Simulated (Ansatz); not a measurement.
CH$_{4}$GaN. Total charge 0; spin multiplicity 1. The bonds changed during the relaxation, so this is another structure than the one it started from. The structure was optimised at the PBE0-D4/def2-TZVP level.

```xyz
7

C     0.205   -0.595    0.220
N    -0.120    0.670   -0.401
Ga   -1.344    1.949    0.213
H    -0.026   -1.455   -0.421
H     1.262   -0.669    0.506
H     0.403    0.821   -1.254
H    -0.379   -0.722    1.138
```

**Question.** What is the dipole moment at r2SCAN/def2-TZVPP? (An estimate is asked.)

**Answer.** Computed: 1.11 D, with components (0.75, -0.65, -0.49) D in this frame, pointing from negative to positive charge.

**Question.** And with PBE, B3LYP, ωB97M-V? (An estimate is asked.)

**Answer.** Computed: PBE 1.04 D, B3LYP 0.88 D, ωB97M-V 0.85 D.

**Question.** Give the Mulliken charges with r2SCAN, B3LYP, PBE in def2-TZVPP. (An estimate is asked.)

**Answer.** Computed: 
| atom | r2SCAN | B3LYP | PBE |
| --- | --- | --- | --- |
| C1 | -0.01 | -0.16 | -0.18 |
| N2 | -0.38 | -0.33 | -0.29 |
| Ga3 | 0.15 | 0.14 | 0.10 |
| H4 | 0.05 | 0.09 | 0.09 |
| H5 | 0.05 | 0.09 | 0.09 |
| H6 | 0.12 | 0.10 | 0.11 |
| H7 | 0.02 | 0.06 | 0.06 |

B3LYP here is the variant with VWN-RPA as its local correlation; programs differ in this.
